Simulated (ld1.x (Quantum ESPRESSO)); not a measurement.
## Before and after: TM semilocal potential for Sc (Z = 21)

Sc (Z = 21), norm-conserving Troullier–Martins (semilocal form), made with ld1.x (Quantum ESPRESSO) 7.5 (PBEsol, scalar-relativistic). Core [Ar], reference 3d1 4s1 4p1. Waves: 4p (bound): rc 3.20 bohr; 3d (bound): rc 2.45 bohr; 4s (bound): rc 3.40 bohr. Local part: the s channel. Core correction: a·sin(br)/r model core inside 2.05 bohr.

Change: core correction a·sin(br)/r model core inside 1.36 bohr.

Cutoffs: the cutoffs (Ry, on a coarse ladder) from which the occupation-weighted sum of valence levels, in a spherical-Bessel basis at the reference potential, stays within 10 and 1 mRy of its value at 400 Ry; they do not see the model core or the augmentation charge, which bear on the density cutoff. Errors are all-electron minus pseudo energies relative to the spin-unpolarised reference configuration.

Question: What does the change do?

Answer: The potential gets neither clearly harder nor softer (35 Ry and 40 Ry → 35 Ry and 40 Ry); of the 7 tests that both files solve, the error grows in 4 and shrinks in 0 by more than 15 % and 0.3 meV (median size 6.1 → 6.4 meV); neither file shows a bound ghost. A semilocal file is local in each channel, so a ghost entry of none says nothing of the separable form that plane-wave codes build from it. A model core, the more so a compact one, raises the density cutoff, which this test does not measure.

| quantity | base | changed |
| --- | --- | --- |
| cutoff, loose | 35 Ry | 35 Ry |
| cutoff, tight | 40 Ry | 40 Ry |
| bound ghosts | none | none |
| error for 3d1 4s2 4p0, meV [ΔE -2.79 eV] | -4.0 | -4.2 |
| error for 3d1 4s1 4p0, meV [ΔE 4.11 eV] | -1.2 | -1.5 |
| error for 3d1 4s0 4p0, meV [ΔE 16.76 eV] | -23 | -27 |
| error for 3d0 4s2 4p1, meV [ΔE 0.70 eV] | +16 | -151 |
| error for 3d1.5 4s1.5 4p0, meV [ΔE -2.11 eV] | -36 | -48 |
| error for 3d1 4s0 4p2, meV [ΔE 2.89 eV] | -6.1 | -6.4 |
| error for 3d1 4s1.5 4p0, meV [ΔE -0.03 eV] | -3.0 | -3.0 |
| s: phases at 3.71 bohr within 0.05 rad from the reference energy up to (Ry; the scan ends near 5) | 1.0 | 1.0 |
| p: phases at 3.71 bohr within 0.05 rad from the reference energy up to (Ry; the scan ends near 5) | 1.4 | 1.4 |
| d: phases at 3.71 bohr within 0.05 rad from the reference energy up to (Ry; the scan ends near 5) | 0.3 | 0.3 |
